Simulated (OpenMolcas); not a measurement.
# Ne4+: Slater's ratio, the spin-orbit constant, worked from levels

```yaml
Program: OpenMolcas 26.06
Basis: ANO-RCC-VTZP [4s3p2d1f]
Scalar_Hamiltonian: DKH2, point nucleus
Active_space: 2 electrons in 3 orbitals (2p)
State_averaging: 2S+1 = 3 even, 3 roots; 2S+1 = 1 even, 6 roots
Spin-orbit_coupling: RASSI with atomic mean-field integrals over the reference wave functions, term energies averaged over their components
```

Methods: CASSCF; SS-CASPT2, IPEA 0.25 Eh, imaginary shift 0.1 Eh (closed shells correlated: 1s 2s). Measured levels: NIST levels in Podobedova, Fuhr, Reader and Wiese, J. Phys. Chem. Ref. Data 33, 525 (2004).

**Slater's ratio.** With one set of orbitals, p2 has ¹D - ³P = 6 F2 and ¹S - ¹D = 9 F2 (F2 = F²/25), a ratio of 3/2. Term energies are centres of gravity, weighted by 2J + 1.

```tsv
Source	¹D - ³P	¹S - ³P	F2 from the first	Ratio
CASSCF	32003	79607	5334	1.487
SS-CASPT2	30078	68137	5013	1.265
measured	29537	63159	4923	1.138
```

Energies in cm-1. A ratio away from 3/2 shows effects beyond one configuration with one set of orbitals, and in heavier atoms second-order spin-orbit shifts.

**The spin-orbit constant.** For the Hund term ³P of p2, E(J) = (A/2) J(J+1) + constant and ζ = 2S·A = 2A. From J = 0 to J = 2 the energy changes by 3 A.

```tsv
Source	E(2) - E(0)	A	ζ
CASSCF	1188.8	396.3	793
SS-CASPT2	1190.7	396.9	794
measured	1110.1	370.0	740
```

All in cm-1. SS-CASPT2 is off by +7.3 % and CASSCF by +7.1 %. Both methods take the spin-orbit matrix elements from the reference wave functions, so the second can move ζ only through the term energies and any multistate remixing. Second-order mixing with other terms is absorbed into this ζ.

Term energies are means over components that CASPT2 splits; among the terms shown or strongly mixed into the levels shown the widest spread is 72 cm-1 (2s² 2p² ¹D, SS-CASPT2). With the s shell closed, the reference lacks s² → p² mixing. Measured partners are found by configuration, term and J. A level has none where our copy of the source lacks it or the pairing is in doubt (some pairs that miss far off the trend of their configuration count as doubtful), and it then counts in no deviation. Levels of configurations outside the active space are missing.
